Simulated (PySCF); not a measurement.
## Working out the ionisation energy of Sn

Sn [Kr] 4d10 5s2 5p2 (3P) → Sn⁺ [Kr] 4d10 5s2 5p1 (2P). All numbers are calculated (PySCF 2.14, scalar relativity through the core potential, in def2-TZVP with the def2 core potential (28 electrons) (6s5p3d2f, 50 functions)). Frozen: 4s2 4p6 4d10. Energies in hartree (1 hartree = 27.21139 eV):

| part | Sn (lower) | Sn⁺ (upper) |
| --- | --- | --- |
| UHF | -213.339917 | -213.088035 |
| CCSD correlation | -0.055963 | -0.044011 |
| (T) | -0.001537 | -0.000653 |

**Question.** What does Hartree-Fock give?

**Answer.** (-213.088035) − (-213.339917) = 0.251882 hartree = 6.854 eV.

**Question.** What do CCSD and CCSD(T) give?

**Answer.** The CCSD correlation energies differ by 0.011952 hartree = 0.325 eV and the triples by 0.000884 hartree = 0.024 eV, so CCSD gives 7.179 eV and CCSD(T) 7.203 eV.

Measured between the centres of the two terms (NIST): 7.389 eV, so CCSD(T) (valence) is off by -0.186 eV.

What remains against the reference includes basis incompleteness, the frozen core and higher excitations.
